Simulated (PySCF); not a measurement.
A GIAO shielding run with PySCF 2.14.0 with density-fitted response routines (density fitting, non-relativistic, gas phase) on `C(=C(C[SiH2]CC=C)F)(F)F`, C₆H₉F₃Si:

```
$ OMP_NUM_THREADS=1 python probes_run.py task.json out

{"job": {"kind": "nmr", "xc": "PBE0", "basis": "pcSseg-1"}, "charge": 0, "multiplicity": 1}
C      2.390616     1.048713     0.759438
C      2.316955    -0.128384     0.165054
C      1.443358    -0.424163    -1.008848
Si    -0.083868    -1.449533    -0.497972
C     -1.083388    -0.433547     0.801331
C     -1.707437     0.760446     0.196728
F     -0.885344     1.808336    -0.024263
C     -2.972662     0.875670    -0.187377
F     -3.868212    -0.100019    -0.021742
F     -3.531394     1.934816    -0.766023
H      1.818766     1.892909     0.411053
H      3.025915     1.220454     1.611696
H      2.897263    -0.964072     0.534394
H      2.012566    -0.980458    -1.754744
H      1.122845     0.511558    -1.469164
H      0.309908    -2.694700     0.167420
H     -0.950248    -1.706367    -1.651214
H     -0.406981    -0.107409     1.591046
H     -1.858461    -1.055001     1.241874
```

Hardware: 1 thread of an Arm Neoverse N1, shared host. The job also computes population analyses, field gradients.

**Question.** How large is the calculation?

**Answer.** 86 electrons, 222 basis functions and 1172 auxiliary functions.

**Question.** How long does it take, and how much memory does it need?

**Answer.** 83 s of wall time, with 14 SCF cycles and 5 response iterations; peak memory 1.1 GiB. Times on a shared host scatter by some tens of per cent.
